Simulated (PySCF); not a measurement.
Compound: C5H5FO2.
Z-matrix (Å and degrees, GFN2-xTB geometry), rows numbered from 1:
```
O 
C   1  1.2076
C   2  1.4430  1  124.89
C   3  1.3453  2  127.77  1   179.21
F   4  1.3182  3  128.00  2     0.14
O   4  1.3301  3  117.06  2  -179.74
C   6  1.4373  4  107.18  3    -0.06
C   3  1.5121  2  125.59  1    -0.50
H   2  1.1068  1  121.67  3   179.90
H   7  1.0924  6  107.36  4  -121.40
H   7  1.0925  6  107.38  4   121.63
H   8  1.0903  3  111.09  2   -60.18
H   8  1.0902  3  111.05  2    59.75
```

NICS is the negative of the GIAO shielding at a point without a nucleus: at the ring centre (0) and 1 Å above and below it (1); zz is the component along the ring normal. Level: GIAO PBE0/pcSseg-1 (PySCF, non-relativistic, gas phase) on the GFN2-xTB geometry, one conformer.

Ring bond lengths (Å), with Mayer bond orders in brackets: C3–C4 1.345 (1.57), C4–O6 1.330 (1.12), O6–C7 1.437 (0.84), C7–C8 1.542 (1.04), C8–C3 1.512 (1.01).

Q: What do the NICS probes read (ppm)?

A: 
| ring | type | NICS(0) | NICS(1), two faces | NICS(1)zz, two faces | rms pucker (Å) | centre to ring atoms, mean (Å) |
| --- | --- | --- | --- | --- | --- | --- |
| C3–C4–O6–C7–C8 | 5-membered ring with O; formal bonds 1 double, 4 single | -5.5 | -1.9 / -1.9 | -0.8 / -0.8 | 0.00 | 1.22 |

Q: What can be read from them?

A: 
- C3–C4–O6–C7–C8: mean NICS(1)zz -0.8 ppm, near zero. C7, C8 have four or more neighbours, and the NICS criterion for π rings isn't applied.

Q: What field does 7.05 T along the ring normal induce along that normal at the first NICS(1) probe listed for ring C3–C4–O6–C7–C8, 1 Å off the ring?

A: NICSzz × B0 = -0.8 ppm × 7.05 T = -6 μT, against the applied field.

Q: Give the inner angles of the rings and the Hirshfeld charges of the ring atoms.

A: 
- C3–C4–O6–C7–C8: C3 106.6° (-0.076 e), C4 117.1° (+0.183 e), O6 107.2° (-0.107 e), C7 107.2° (+0.027 e), C8 102.0° (-0.070 e); sum 540.0° against 540° for a flat convex ring.

Q: What are the shieldings of the ring atoms and their hydrogens in the same run (means over atoms taken as equivalent)?

A: 
```csv
atoms,environment,σ isotropic (ppm),"principal values of the symmetric part, first atom (ppm)"
C3,fully substituted alkene carbon,91.7,"38.4, 103.1, 133.6"
C4,vinylic C–F carbon,6.5,"-68.5, 42.7, 45.3"
O6,cyclic ether oxygen,177.4,"99.0, 161.5, 271.5"
C7,sp3 carbon bound to oxygen,116.5,"79.9, 99.0, 170.5"
C8,allylic carbon,157.6,"133.8, 165.0, 173.9"
H10 (×2),methylene hydrogen,27.02,"22.7, 26.4, 31.9"
H12 (×2),methylene hydrogen,28.59,"24.6, 26.8, 34.4"
```
